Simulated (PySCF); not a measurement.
Isomers of C8H14O, from PySCF 2.14.0, PBE0-D3(BJ)/def2-SVP geometry optimisation, gas phase. One conformer each, no zero-point energy, no frequencies.

**Question.** Which isomer lies lowest at this level?
A. `[CH3:1][CH2:2][C@:3]12[CH2:4][CH2:5][C@H:6]([CH2:7][CH2:8]1)[O:9]2` with C1–C2–C3–C4 65°: A = 3000, B = 1378, C = 1249 MHz, dipole 1.39 D
B. `[CH3:1][C:2](=[C:3]=[O:4])[CH2:5][C:6]([CH3:7])([CH3:8])[CH3:9]` with C1–C2–C5–C6 97°: A = 2348, B = 1075, C = 897.0 MHz, dipole 1.84 D
C. `[CH3:1][C@@H:2]1[CH2:3][C@:4]12[CH2:5][CH2:6][CH2:7][C@H:8]2[OH:9]` with C7–C8–O9–H 57°, C1–C2–C3–C4 -112°, C2–C3–C4–C5 113°, C3–C4–C5–C6 146°, C4–C5–C6–C7 -28°: A = 2374, B = 1426, C = 1041 MHz, dipole 1.53 D

**Answer.** A. That is `CC[C@]12CC[C@H](CC1)O2`, 16.0 kcal/mol below the next.

```csv
SMILES,mapped SMILES,E (Eh),relative (kcal/mol),relative (kJ/mol),dipole (D)
CC[C@]12CC[C@H](CC1)O2,[CH3:1][CH2:2][C@:3]12[CH2:4][CH2:5][C@H:6]([CH2:7][CH2:8]1)[O:9]2,-387.79037,0.0,0.0,1.39
C[C@@H]1C[C@]12CCC[C@H]2O,[CH3:1][C@@H:2]1[CH2:3][C@:4]12[CH2:5][CH2:6][CH2:7][C@H:8]2[OH:9],-387.76485,16.0,67.0,1.53
CC(=C=O)CC(C)(C)C,[CH3:1][C:2](=[C:3]=[O:4])[CH2:5][C:6]([CH3:7])([CH3:8])[CH3:9],-387.75849,20.0,83.7,1.84
```

As drawn, the highest has a C=O bond, cumulated double bonds and a C=C bond outside aromatic rings, which the lowest lacks.
